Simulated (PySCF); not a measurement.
Computed properties of C3H11NSi, SMILES [SiH3]NC(C)C

Si(H)3(NHiPr) (C3H11NSi), SMILES CC(C)N[SiH3]. The structure is a stationary point at PBE0-D3(BJ)/def2-SVP. Other conformers were not sampled. All values are computed for the isolated molecule unless a solvent is named; none is compared with measurement here.

**Structure.** All 42 harmonic modes at PBE0-D3(BJ)/def2-SVP (PySCF) are real, so it is a minimum. With heavy atoms numbered as in [SiH3:1][NH:2][CH:3]([CH3:4])[CH3:5], the shortest bond between them is N2–C3 at 1.454 Å and the longest Si1–N2 at 1.734 Å.

**Vibrations.** The strongest infrared lines (harmonic, unscaled, degenerate partners summed) lie at 997 cm⁻¹ (173 km/mol, H 94 %), 2175 cm⁻¹ (161 km/mol, H 96 %), 952 cm⁻¹ (161 km/mol, H 89 %). The softest mode is at 59 cm⁻¹ and the zero-point energy is 85.3 kcal/mol.

**Electronic structure.** HF/def2-TZVP (PySCF) places the frontier levels at -10.05 and 3.30 eV, a gap of 13.35 eV, and gives a dipole moment of 1.28 D and a mean polarisability of 67.2 bohr³. PBE/def2-TZVP (PySCF) at the same geometry gives -5.39 and -0.30 eV, so its gap is 8.26 eV narrower. An orbital gap is neither the optical nor the fundamental gap.

**Excitations.** TDDFT-CAM-B3LYP/def2-SVPD (PySCF) has S1 at 6.03 eV (206 nm, f = 0.010, weak); the most intense of the 10 singlets computed lies at 7.48 eV (f = 0.06). T1 (TDA) is at 5.76 eV. TDDFT-PBE/def2-SVPD (PySCF) puts S1 at 5.10 eV. No vertical singlet excitation falls in the visible range (under 3.1 eV).

**NMR.** GIAO shifts at HF/pcSseg-1 (PySCF) (non-relativistic, atoms alike by connectivity averaged): ¹³C from 27.7 to 41.1 ppm against TMS; ¹H from 0.0 to 4.4 ppm against TMS; ²⁹Si at -56.5 ppm against TMS.

**Solvation.** SMD-PBE0/def2-SVP (PySCF) gives 1.1 kcal/mol in water, -2.7 kcal/mol in ethylethanoate, -3.2 kcal/mol in chloroform (1 M in both phases, gas-phase geometry); of these solvents chloroform holds the molecule best.
